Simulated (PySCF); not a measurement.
A TDDFT job was run through a driver script with this input:

```
{"job": {"kind": "uv", "xc": "wB97X-D", "basis": "def2-SVPD", "ip": true}, "charge": 0, "multiplicity": 1}
C      2.964564     0.487208    -0.785903
Si     1.559274     0.282819     0.425520
C     -0.010413    -0.067313    -0.653911
O      0.176041    -0.147796    -1.859921
N     -1.245534    -0.215194    -0.091471
C     -2.386196    -0.469806    -0.935713
C     -1.484880    -0.137879     1.321822
H      3.913556     0.704607    -0.273359
H      3.076140    -0.431374    -1.380580
H      2.736339     1.306500    -1.483412
H      1.365411     1.511708     1.262429
H      1.794167    -0.857455     1.370424
H     -2.036370    -0.503407    -1.974979
H     -2.861141    -1.431947    -0.677981
H     -3.141746     0.327564    -0.829169
H     -1.927403    -1.074862     1.703260
H     -0.547048     0.034605     1.867441
H     -2.174710     0.688322     1.568709
```

Its output, with some lines taken out ([cut]):

```
coarse grid: 14936 points
cycle   1  E = -577.9004208060  dE =  8.075e-01  |g| = 8.561e-01  |ddm| = 5.459e+00
cycle   2  E = -577.6224674631  dE =  2.780e-01  |g| = 1.505e+00  |ddm| = 2.471e+00
cycle   3  E = -578.0593553817  dE = -4.369e-01  |g| = 7.486e-02  |ddm| = 1.679e+00
cycle   4  E = -578.0603776476  dE = -1.022e-03  |g| = 5.459e-02  |ddm| = 1.880e-01
cycle   5  E = -578.0610166962  dE = -6.390e-04  |g| = 9.223e-03  |ddm| = 7.221e-02
cycle   6  E = -578.0610446597  dE = -2.796e-05  |g| = 4.501e-03  |ddm| = 3.227e-02
cycle   7  E = -578.0610516779  dE = -7.018e-06  |g| = 1.154e-03  |ddm| = 1.292e-02
final grid: 138056 points
cycle   8  E = -578.1462144048  dE = -1.008e-04  |g| = 5.197e-03  |ddm| = 1.484e-01
cycle   9  E = -578.1462163261  dE = -1.921e-06  |g| = 5.054e-03  |ddm| = 2.051e-02
cycle  10  E = -578.1462215953  dE = -5.269e-06  |g| = 7.635e-04  |ddm| = 5.954e-03
cycle  11  E = -578.1462216964  dE = -1.011e-07  |g| = 5.889e-04  |ddm| = 1.731e-03
cycle  12  E = -578.1462217687  dE = -7.234e-08  |g| = 1.312e-04  |ddm| = 8.838e-04
cycle  13  E = -578.1462217733  dE = -4.614e-09  |g| = 4.245e-05  |ddm| = 2.118e-04
cycle  14  E = -578.1462217743  dE = -9.148e-10  |g| = 1.129e-05  |ddm| = 1.141e-04
converged SCF energy = -578.1462217743

[cut]

Singlet excitations
state   eV       nm        f      main configurations
  1   4.9217    251.9   0.00310   H->L 0.95
  2   6.4231    193.0   0.20203   H-1->L 0.91
  3   6.8633    180.6   0.00979   H->L+1 0.72, H->L+3 0.13
  4   6.9045    179.6   0.02857   H-1->L+1 0.66, H-1->L+2 0.22
  5   7.4163    167.2   0.00719   H->L+2 0.73, H->L+1 0.08
[cut]
  7   7.9002    156.9   0.16624   H->L+3 0.42, H->L+4 0.32, H->L+1 0.11
[cut]
[cut]
 10   8.1682    151.8   0.01056   H-1->L+4 0.89

[cut]
[cut]
```

Method: PySCF 2.14.0, density-fitted response routines, TDDFT wB97X-D/def2-SVPD, vertical, gas phase, core orbitals frozen in the response. The structure is a single PBE0-D3(BJ)/def2-SVP conformer in the gas phase; no vibrational or solvent corrections.

Task: Restore the lines that were cut, in order.

Result: 
```
Static polarisability (au): isotropic 89.888, principal 70.270 89.898 109.497
  6   7.4412    166.6   0.00062   H-1->L+2 0.63, H-1->L+1 0.14
  8   8.0645    153.7   0.00011   H-1->L+3 0.71, H-1->L+1 0.11
  9   8.1130    152.8   0.00971   H->L+4 0.46, H->L+3 0.36
Triplet excitations (Tamm-Dancoff, eV): 4.3454 4.7002 6.7290 6.8826
Vertical ionisation energy (delta-SCF) = 8.8911 eV
```

Task: How much of the mean polarisability do the listed states account for?

Result: The sum over states Σ f/ΔE² (ΔE in hartree) gives 6.62 au, 7% of the total; the rest comes from higher roots of the same response equations.

Task: Give the energy of state 5 in hartree, cm⁻¹ and kJ/mol.

Result: 0.27254 hartree, 59816 cm⁻¹, 715.6 kJ/mol.

Task: Which orbital energies lie behind H and L?

Result: HOMO -8.81 eV and LUMO 1.71 eV, a gap of 10.52 eV; state 1 differs from that by -5.59 eV.

Task: Which species is it?

Result: `C[SiH2]C(=O)N(C)C` (C4H11NOSi).

The SCF starts on a coarse grid; the energy jumps when the final grid takes over, and dE counts afresh there. H and L stand for HOMO and LUMO.

Shape of the structure used: `[CH3:1][SiH2:2][C:3](=[O:4])[N:5]([CH3:6])[CH3:7]`: C1–Si2–C3–O4 3°, Si2–C3–N5–C6 180°.

The pairwise dispersion term of wB97X-D wasn't added to the energies; at a given geometry it leaves orbitals and properties as they are.
